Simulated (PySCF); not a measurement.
B(CCH)(Cl)(Me) (C3H4BCl), SMILES C#CB(C)Cl.

The structure is a stationary point at PBE0-D3(BJ)/def2-SVP. This is a generated structure with no PubChem entry under its InChIKey; it may be hypothetical.

Two levels are set side by side: TDA-PBE/def2-SVPD (PySCF) and TDA-ωB97X/def2-SVPD (PySCF). Vertical, same geometry. The lowest singlet is HOMO→LUMO 100 % with PBE and HOMO→LUMO 93 % with the other functional; states are paired by order. Differences are taken from unrounded values.

```
quantity                               TDA-PBE
-------------------------------------  -------
lowest singlet excitation (eV)            4.28
lowest triplet excitation (TDA) (eV)      3.99
first bright state (f over 0.05) (eV)     5.43
its oscillator strength                   0.13
```

Problem. These are the TDA-PBE values. What does TDA-ωB97X give? (Estimate from the structure and the level; the computed values follow.)

Solution. 
```json
[
 {"quantity": "lowest singlet excitation (eV)", "TDA-ωB97X": "4.83", "TDA-PBE minus TDA-ωB97X": "-0.54"},
 {"quantity": "lowest triplet excitation (TDA) (eV)", "TDA-ωB97X": "4.40", "TDA-PBE minus TDA-ωB97X": "-0.41"},
 {"quantity": "first bright state (f over 0.05) (eV)", "TDA-ωB97X": "5.84", "TDA-PBE minus TDA-ωB97X": "-0.40"},
 {"quantity": "its oscillator strength", "TDA-ωB97X": "0.07", "TDA-PBE minus TDA-ωB97X": "0.05"}
]
```

A lower first singlet is the usual sign of a functional without exact exchange. Differences between two approximate levels are no errors against the true value.

Rough cost on one machine, each run with all the roots and properties that it gave: TDA-ωB97X against TDA-PBE about 3 times.
